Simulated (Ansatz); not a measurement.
A first, cheap relaxation of H4MoO4S (`[OH][Mo]([OH])([OH])([OH])=[S]`).

```yaml
crystal:
  periodic: [false, false, false]
  atoms:
    - {symbol: O, position_ang: [-1.181300, -0.478400, -1.002300]}
    - {symbol: Mo, position_ang: [0.555900, 0.263500, 0.254400]}
    - {symbol: O, position_ang: [0.516800, -2.006000, 0.715700]}
    - {symbol: O, position_ang: [-1.236400, -0.058300, 1.453100]}
    - {symbol: O, position_ang: [1.052500, 1.541300, -1.267500]}
    - {symbol: S, position_ang: [-1.310700, 1.956100, -0.308400]}
    - {symbol: H, position_ang: [-0.695500, -0.775500, -1.799600]}
    - {symbol: H, position_ang: [1.526700, -1.859900, 0.981300]}
    - {symbol: H, position_ang: [-1.146400, -0.234400, 2.449200]}
    - {symbol: H, position_ang: [2.001600, 1.600600, -1.472900]}
basis:
  gaussian: {orbitals: def2-SVP}
hamiltonian: {xc: pbe, dispersion: d4}
relax: {f_tol: 0.03, max_steps: 200}
```

```sh
$ ansatz run in.yaml --threads 4 --pin off --events-out ev --progress --plain --max-ram 11315MiB
```

Shortened log:

```
Functional definition: PBE
mean field -20918.16855439 eV, -768.7285155301 hartree, gradient 1.1e-5 eV, S^2 0.000000; 4 other end points of the search recorded, 0 dependent functions left out
relax step   1: F+E_penalty+E_count = -20918.44922027 eV  Δ(F+E_penalty+E_count) = +0.000e0 eV  max|allowed force component| = 7.742e0 eV/Å  Δτ_max = 0.0000 Å  (404 SCF iters, accepted)
mean field -20920.52916713 eV, -768.8152664481 hartree, gradient 1.9e-5 eV, S^2 0.000000; 1 other end points of the search recorded, 0 dependent functions left out
relax step   2: F+E_penalty+E_count = -20920.80238265 eV  Δ(F+E_penalty+E_count) = -2.353e0 eV  max|allowed force component| = 5.920e0 eV/Å  Δτ_max = 0.1960 Å  (97 SCF iters, accepted)
mean field -20922.28817634 eV, -768.8799088444 hartree, gradient 2.6e-5 eV, S^2 0.000000; 0 other end points of the search recorded, 0 dependent functions left out
relax step   3: F+E_penalty+E_count = -20922.56581931 eV  Δ(F+E_penalty+E_count) = -1.763e0 eV  max|allowed force component| = 3.299e0 eV/Å  Δτ_max = 0.1948 Å  (51 SCF iters, accepted)
mean field -20923.75873557 eV, -768.9339508992 hartree, gradient 1.9e-5 eV, S^2 0.000000; 0 other end points of the search recorded, 0 dependent functions left out
relax step   4: F+E_penalty+E_count = -20924.03608671 eV  Δ(F+E_penalty+E_count) = -1.470e0 eV  max|allowed force component| = 1.940e0 eV/Å  Δτ_max = 0.1949 Å  (49 SCF iters, accepted)
mean field -20925.18734759 eV, -768.9864514227 hartree, gradient 2.9e-5 eV, S^2 0.000000; 0 other end points of the search recorded, 0 dependent functions left out
relax step   5: F+E_penalty+E_count = -20925.46317091 eV  Δ(F+E_penalty+E_count) = -1.427e0 eV  max|allowed force component| = 1.386e0 eV/Å  Δτ_max = 0.1950 Å  (40 SCF iters, accepted)
mean field -20925.91208617 eV, -769.0130850742 hartree, gradient 1.1e-5 eV, S^2 0.000000; 0 other end points of the search recorded, 0 dependent functions left out
relax step   6: F+E_penalty+E_count = -20926.19079930 eV  Δ(F+E_penalty+E_count) = -7.276e-1 eV  max|allowed force component| = 9.229e-1 eV/Å  Δτ_max = 0.2000 Å  (41 SCF iters, accepted)
mean field -20926.24730623 eV, -769.0254041840 hartree, gradient 8.6e-6 eV, S^2 0.000000; 0 other end points of the search recorded, 0 dependent functions left out
relax step   7: F+E_penalty+E_count = -20926.52771806 eV  Δ(F+E_penalty+E_count) = -3.369e-1 eV  max|allowed force component| = 8.961e-1 eV/Å  Δτ_max = 0.1950 Å  (41 SCF iters, accepted)
mean field -20926.39879883 eV, -769.0309714344 hartree, gradient 1.0e-5 eV, S^2 0.000000; 0 other end points of the search recorded, 0 dependent functions left out
relax step   8: F+E_penalty+E_count = -20926.67922175 eV  Δ(F+E_penalty+E_count) = -1.515e-1 eV  max|allowed force component| = 1.020e0 eV/Å  Δτ_max = 0.1948 Å  (42 SCF iters, accepted)
mean field -20926.51500951 eV, -769.0352420980 hartree, gradient 1.1e-5 eV, S^2 0.000000; 0 other end points of the search recorded, 0 dependent functions left out
relax step   9: F+E_penalty+E_count = -20926.79508074 eV  Δ(F+E_penalty+E_count) = -1.159e-1 eV  max|allowed force component| = 1.514e0 eV/Å  Δτ_max = 0.1944 Å  (43 SCF iters, accepted)
mean field -20926.65112236 eV, -769.0402441531 hartree, gradient 9.5e-6 eV, S^2 0.000000; 0 other end points of the search recorded, 0 dependent functions left out
relax step  10: F+E_penalty+E_count = -20926.93108231 eV  Δ(F+E_penalty+E_count) = -1.360e-1 eV  max|allowed force component| = 8.763e-1 eV/Å  Δτ_max = 0.2000 Å  (35 SCF iters, accepted)
mean field -20926.74259549 eV, -769.0436057286 hartree, gradient 1.1e-5 eV, S^2 0.000000; 0 other end points of the search recorded, 0 dependent functions left out
relax step  11: F+E_penalty+E_count = -20927.02225561 eV  Δ(F+E_penalty+E_count) = -9.117e-2 eV  max|allowed force component| = 1.830e0 eV/Å  Δτ_max = 0.1950 Å  (43 SCF iters, accepted)
mean field -20926.82099716 eV, -769.0464869370 hartree, gradient 2.2e-5 eV, S^2 0.000000; 0 other end points of the search recorded, 0 dependent functions left out
relax step  12: F+E_penalty+E_count = -20927.10107342 eV  Δ(F+E_penalty+E_count) = -7.882e-2 eV  max|allowed force component| = 1.579e0 eV/Å  Δτ_max = 0.1941 Å  (35 SCF iters, accepted)
mean field -20926.87567429 eV, -769.0484962845 hartree, gradient 9.2e-6 eV, S^2 0.000000; 0 other end points of the search recorded, 0 dependent functions left out
relax step  13: F+E_penalty+E_count = -20927.15592703 eV  Δ(F+E_penalty+E_count) = -5.485e-2 eV  max|allowed force component| = 1.227e0 eV/Å  Δτ_max = 0.1285 Å  (35 SCF iters, accepted)
mean field -20926.90433052 eV, -769.0495493816 hartree, gradient 1.8e-5 eV, S^2 0.000000; 0 other end points of the search recorded, 0 dependent functions left out
relax step  14: F+E_penalty+E_count = -20927.18482498 eV  Δ(F+E_penalty+E_count) = -2.890e-2 eV  max|allowed force component| = 4.233e-1 eV/Å  Δτ_max = 0.0675 Å  (34 SCF iters, accepted)
mean field -20926.90679274 eV, -769.0496398662 hartree, gradient 1.4e-5 eV, S^2 0.000000; 0 other end points of the search recorded, 0 dependent functions left out
relax step  15: F+E_penalty+E_count = -20927.18680126 eV  Δ(F+E_penalty+E_count) = -1.976e-3 eV  max|allowed force component| = 8.227e-1 eV/Å  Δτ_max = 0.1985 Å  (40 SCF iters, accepted)
mean field -20926.93101752 eV, -769.0505301104 hartree, gradient 7.8e-6 eV, S^2 0.000000; 0 other end points of the search recorded, 0 dependent functions left out
relax step  16: F+E_penalty+E_count = -20927.21163778 eV  Δ(F+E_penalty+E_count) = -2.484e-2 eV  max|allowed force component| = 4.280e-1 eV/Å  Δτ_max = 0.0946 Å  (36 SCF iters, accepted)
mean field -20926.95043839 eV, -769.0512438145 hartree, gradient 1.9e-5 eV, S^2 0.000000; 0 other end points of the search recorded, 0 dependent functions left out
relax step  17: F+E_penalty+E_count = -20927.23155830 eV  Δ(F+E_penalty+E_count) = -1.992e-2 eV  max|allowed force component| = 3.760e-1 eV/Å  Δτ_max = 0.2000 Å  (39 SCF iters, accepted)
mean field -20926.95385557 eV, -769.0513693935 hartree, gradient 8.5e-6 eV, S^2 0.000000; 0 other end points of the search recorded, 0 dependent functions left out
relax step  18: F+E_penalty+E_count = -20927.23446626 eV  Δ(F+E_penalty+E_count) = -2.908e-3 eV  max|allowed force component| = 3.762e-1 eV/Å  Δτ_max = 0.0301 Å  (35 SCF iters, accepted)
mean field -20926.95658181 eV, -769.0514695808 hartree, gradient 1.5e-5 eV, S^2 0.000000; 0 other end points of the search recorded, 0 dependent functions left out
relax step  19: F+E_penalty+E_count = -20927.23756330 eV  Δ(F+E_penalty+E_count) = -3.097e-3 eV  max|allowed force component| = 1.153e-1 eV/Å  Δτ_max = 0.0744 Å  (33 SCF iters, accepted)
mean field -20926.95790144 eV, -769.0515180763 hartree, gradient 8.7e-6 eV, S^2 0.000000; 0 other end points of the search recorded, 0 dependent functions left out
relax step  20: F+E_penalty+E_count = -20927.23867857 eV  Δ(F+E_penalty+E_count) = -1.115e-3 eV  max|allowed force component| = 5.629e-2 eV/Å  Δτ_max = 0.0223 Å  (34 SCF iters, accepted)
mean field -20926.95874249 eV, -769.0515489844 hartree, gradient 8.0e-6 eV, S^2 0.000000; 0 other end points of the search recorded, 0 dependent functions left out
relax step  21: F+E_penalty+E_count = -20927.23964038 eV  Δ(F+E_penalty+E_count) = -9.618e-4 eV  max|allowed force component| = 2.373e-2 eV/Å  Δτ_max = 0.0192 Å  (36 SCF iters, accepted)
mean field -20926.95874249 eV, -769.0515489844 hartree, gradient 1.2e-5 eV, S^2 0.000000; 1 other end points of the search recorded, 0 dependent functions left out
Total energy: -20927.23971254 eV, -769.0618744432 hartree
Atom 0 at    -1.240339    -0.543161    -1.424706 Å, force     0.002317    -0.009275    -0.003087 eV/Å
Atom 1 at    -0.401462     0.521402    -0.125408 Å, force    -0.023733    -0.002546    -0.017399 eV/Å
Atom 2 at     0.693656    -1.179655     0.069015 Å, force     0.017147    -0.010704     0.006746 eV/Å
Atom 3 at    -0.822453     0.246793     1.701456 Å, force     0.000795     0.006396     0.010796 eV/Å
Atom 4 at     1.263563     1.334256    -0.523712 Å, force     0.008775     0.008590     0.003577 eV/Å
Atom 5 at    -1.563854     2.308638    -0.344696 Å, force     0.001594     0.005786     0.004582 eV/Å
Atom 6 at    -0.780399    -1.415549    -1.420135 Å, force    -0.006535     0.006336    -0.004646 eV/Å
Atom 7 at     1.440070    -1.337096     0.675635 Å, force    -0.002178     0.001760     0.001825 eV/Å
Atom 8 at    -0.451155    -0.618495     1.975989 Å, force     0.003381    -0.001633    -0.002879 eV/Å
Atom 9 at     1.945573     0.631867    -0.580438 Å, force    -0.001562    -0.004709     0.000484 eV/Å
Dipole moment:     0.549933    -0.620470     0.207246 e Å
```

Hardware: 4 threads of an Intel Xeon Platinum 8259CL on a shared host. Wall time 44 s, peak host memory 0.31 GiB.
